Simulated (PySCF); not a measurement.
**Mn¹⁶⁺: ionisation energy**

Mn¹⁶⁺ [He] 2s2 2p5 [2p1/2^2 2p3/2^3, M_J = 3/2] → Mn¹⁷⁺ [He] 2s2 2p4 [2p1/2^2 2p3/2^2, M_J = 2], as a difference of total energies. Calculation: PySCF 2.14, in an even-tempered Gaussian basis (18 s from 3.4 bohr⁻², ratio 2.4; 11 p from 4.4 bohr⁻², ratio 2.4; 5 d from 20 bohr⁻², ratio 2.6; 5 f from 30 bohr⁻², ratio 2.6); the two-component X2C-1e Hamiltonian. Correlated levels: nothing frozen; the 30 highest virtual spinors dropped. "Screened" scales the spin-orbit matrix elements by Boettger's factors to mimic the two-electron term; Breit and QED terms are absent.

```tsv
method	ionisation energy (eV)
GHF (spin-free)	1223.9
GMP2 (spin-free)	1225.4
GHF (screened spin-orbit)	1222.2
GMP2 (screened spin-orbit)	1223.6
```

The labels give the starting determinants; with spin-orbit coupling the two ends relaxed to ⟨J²⟩ = 3.75, ⟨L²⟩ = 2.00, ⟨S²⟩ = 0.75 and ⟨J²⟩ = 6.00, ⟨L²⟩ = 2.34, ⟨S²⟩ = 1.83.

For comparison: 1224.1 ± 1.5 eV (semi-empirical (NIST evaluation); NIST Atomic Spectra Database, ionization energies).
